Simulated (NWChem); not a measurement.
# sulfur tetrafluoride (SF$_{4}$); SMILES FS(F)(F)F

All runs: NWChem. The geometry was optimised at PBE0/def2-SVP. LC-ωPBE (HJS hole) with def2-SVP; x = 1 − exp(−ω/0.25 bohr⁻¹) is a scale chosen for this fit.

```
row           x  −ε(HOMO) (eV)
--------  -----  -------------
ω = 0.20  0.551          10.68
ω = 0.30  0.699          11.67
ω = 0.35  0.753       withheld
ω = 0.60  0.909          13.58
ω = 0.80  0.959          14.26
```

### Question
Fit a straight line of the last column on the one before it, predict the withheld value, and compare with the run.

### Answer

1. Means of the 4 shown rows: x = 0.7795, y = 12.547. Slope Σ(x − x̄)(y − ȳ)/Σ(x − x̄)² = 0.9385/0.1077 = 8.715; intercept 5.754.
2. The shown rows scatter about the line by 0.139 (root mean square); the largest residual is -0.18, at ω = 0.30.
3. At x = 0.753 (ω = 0.35; inside the shown range) the line gives 12.32.
4. The run gives 12.09, -0.23 from the line, 1.7 times the scatter.
